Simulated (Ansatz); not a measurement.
Species: Br$_{3}$ClSi, SMILES `Br[Si](Cl)(Br)Br` (charge 0, multiplicity 1), formula Br₃ClSi.

How many basis functions does Ansatz (a quantum-chemistry and plane-wave program) with frozen-core CCSD(T)/cc-pVTZ // B3LYP-D3(BJ)/def2-TZVP use, how many core orbitals are frozen, and how many electrons are correlated?

197 basis functions and 37 frozen orbitals, which leaves 62 correlated electrons (filled d shells below the valence shell are correlated). Core time is of the order of minutes.
